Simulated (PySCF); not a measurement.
# Bond curve of ZnSb⁺

Set-up: Zn def2-SVP, Sb def2-SVP with ECP28; scalar-relativistic core potentials (PySCF 2.14). Energies in eV from Zn + Sb⁺ in their ground configurations at the same level. All curves are PBE0. state 1: ³Σ⁻ (triplet), unpaired electrons π ↑↑; state 2: Ms = 0 determinant of mixed spin (⟨S²⟩ near 1.0), unpaired electrons π ↑↓, a mixture of terms (⟨Lz²⟩ = 2.0), a second solution, started from another occupation; state 3: singlet, one real π or δ orbital doubly filled, a mixture of terms (⟨Lz²⟩ = 2.0), a second solution, started from another occupation; state 4: ³Π (triplet), unpaired electrons σ ↑, π ↑, a second solution, started from another occupation.

```
R (Å)  state 1  state 2  state 3  state 4
2.257   -1.931   -1.604   -0.702    0.339
2.362   -2.251   -1.917   -1.002   -0.178
2.467   -2.419   -2.078   -1.148   -0.526
2.546   -2.475   -2.128   -1.187   -0.707
2.625   -2.488   -2.136   -1.183   -0.836
2.704   -2.470   -2.112   -1.148   -0.925
2.809   -2.411   -2.045   -1.067   -0.996
2.940   -2.302   -1.927   -0.933   -1.029
3.098   -2.145   -1.758   -0.748   -1.017
3.308   -1.927   -1.520   -0.495   -0.949
```

**Question.** Put a parabola through the three lowest points of the state 1 curve and estimate Re, k and ωe (reduced mass 41.82 u; 1 eV/Å² = 0.16022 mdyn/Å; ωe = 1302.8·√(k/μ) cm⁻¹).

**Answer.** Through R = 2.546, 2.625, 2.704 Å the second-order coefficient is 2.48 eV/Å², so Re ≈ 2.619 Å, k ≈ 0.796 mdyn/Å and ωe ≈ 180 cm⁻¹. A polynomial fit of higher order to the unrounded PBE0 energies gives Re = 2.615 Å, k = 0.845 mdyn/Å, ωe = 185 cm⁻¹; anharmonicity and rounding make the difference.

The higher-order fit for each curve: state 1: Re = 2.615 Å, ωe = 185 cm⁻¹, De = 2.49 eV; state 2: Re = 2.602 Å, ωe = 190 cm⁻¹, minimum 2.14 eV below the ground-state fragments; state 3: Re = 2.576 Å, ωe = 200 cm⁻¹, minimum 1.19 eV below the ground-state fragments; state 4: Re = 2.974 Å, ωe = 117 cm⁻¹, minimum 1.03 eV below the ground-state fragments.

Closed-shell solutions of metal pairs were not tested for spin polarisation, which can lower them a little. ⟨S²⟩ of the unrestricted solution departs from its pure value on part of the curve, where spin states mix. These are scalar-relativistic numbers at best; spin–orbit coupling would shift them, the dissociation energy most. For an ion De counts to the pair picked by the measured ionisation energies or electron affinities, which need not be the lowest pair at this level. The state is the lowest determinant that a PBE0 search found; another state may lie lower at other levels.
